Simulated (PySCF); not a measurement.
Species: C5H12FPSi.
Atom-mapped SMILES: `[CH3:1][CH:2]([CH3:3])/[C:4]([F:5])=[P:6]\[CH2:7][SiH3:8]` (hydrogens: H9, H10, H11 on C1; H12 on C2; H13, H14, H15 on C3; H16, H17 on C7; H18, H19, H20 on Si8)

The same species was optimised twice, with GFN2-xTB and with PBE0-D3(BJ)/def2-SVP (PySCF), and the same property calculations (PySCF, gas phase) were run on both structures.

```
      coordinate  GFN2-xTB  PBE0-D3(BJ)/def2-SVP  change
      C7–Si8 (Å)     1.912                 1.890  -0.022
       C4–F5 (Å)     1.363                 1.345  -0.018
       C4=P6 (Å)     1.680                 1.689  +0.009
       P6–C7 (Å)     1.854                 1.861  +0.007
       C2–C4 (Å)     1.498                 1.496  -0.002
       C1–C2 (Å)     1.532                 1.531  -0.001
       C2–C3 (Å)     1.531                 1.531   0.000
    F5–C4–P6 (°)     113.9                 115.5    +1.6
    C2–C4–F5 (°)     112.1                 111.0    -1.1
    C1–C2–C3 (°)     110.7                 111.7    +1.0
    C1–C2–C4 (°)     109.5                 110.0    +0.5
    C2–C4–P6 (°)     134.0                 133.6    -0.4
    C3–C2–C4 (°)     109.8                 110.3    +0.5
    C4–P6–C7 (°)     103.1                 102.8    -0.3
   P6–C7–Si8 (°)     113.4                 113.6    +0.2
 C1–C2–C4–F5 (°)        64                    64       0
C4–P6–C7–Si8 (°)       -83                   -84      -1
```

Rotational constants: A = 1874, B = 879.7, C = 734.4 MHz (GFN2-xTB) against A = 1875, B = 883.7, C = 735.0 MHz (PBE0-D3(BJ)/def2-SVP). Point groups within 0.08 Å: C1 and C1.

On the GFN2-xTB structure: HOMO (eV) -6.69 [PBE0/pcSseg-1]; LUMO (eV) -1.29 [PBE0/pcSseg-1]; dipole (D) 2.68 [PBE0/pcSseg-1]; GIAO shielding of C1/C3 (mean) (ppm) 164.6 [PBE0/pcSseg-1]; GIAO shielding of C2 (ppm) 149.2 [PBE0/pcSseg-1]; GIAO shielding of C4 (ppm) -57.0 [PBE0/pcSseg-1]; GIAO shielding of F5 (ppm) 238.7 [PBE0/pcSseg-1]; GIAO shielding of P6 (ppm) 156.1 [PBE0/pcSseg-1]; GIAO shielding of C7 (ppm) 182.0 [PBE0/pcSseg-1]; GIAO shielding of Si8 (ppm) 421.8 [PBE0/pcSseg-1].

Problem. What do these properties become on the PBE0-D3(BJ)/def2-SVP structure?

Solution. 
```tsv
property	level	on GFN2-xTB	on PBE0-D3(BJ)/def2-SVP	change
HOMO (eV)	PBE0/pcSseg-1	-6.69	-6.72	-0.03
LUMO (eV)	PBE0/pcSseg-1	-1.29	-1.32	-0.03
dipole (D)	PBE0/pcSseg-1	2.68	2.53	-0.15
energy, GFN2-xTB geometry as zero (kcal/mol)	PBE0/pcSseg-1	0.0	-1.2	-1.2
GIAO shielding of C1/C3 (mean) (ppm)	PBE0/pcSseg-1	164.6	162.5	-2.1
GIAO shielding of C2 (ppm)	PBE0/pcSseg-1	149.2	148.9	-0.3
GIAO shielding of C4 (ppm)	PBE0/pcSseg-1	-57.0	-57.6	-0.6
GIAO shielding of F5 (ppm)	PBE0/pcSseg-1	238.7	233.2	-5.5
GIAO shielding of P6 (ppm)	PBE0/pcSseg-1	156.1	164.4	+8.3
GIAO shielding of C7 (ppm)	PBE0/pcSseg-1	182.0	181.0	-1.0
GIAO shielding of Si8 (ppm)	PBE0/pcSseg-1	421.8	421.5	-0.3
```

The heavy atoms differ by 0.028 Å rms after alignment. Among bonds between heavy atoms C7–Si8 changes most (-0.022 Å). Changes are differences of the printed values. Neither structure is proved a minimum here.

Conformer computed: `[CH3:1][CH:2]([CH3:3])/[C:4]([F:5])=[P:6]\[CH2:7][SiH3:8]`: C1–C2–C4–F5 64°, C4–P6–C7–Si8 -84°.
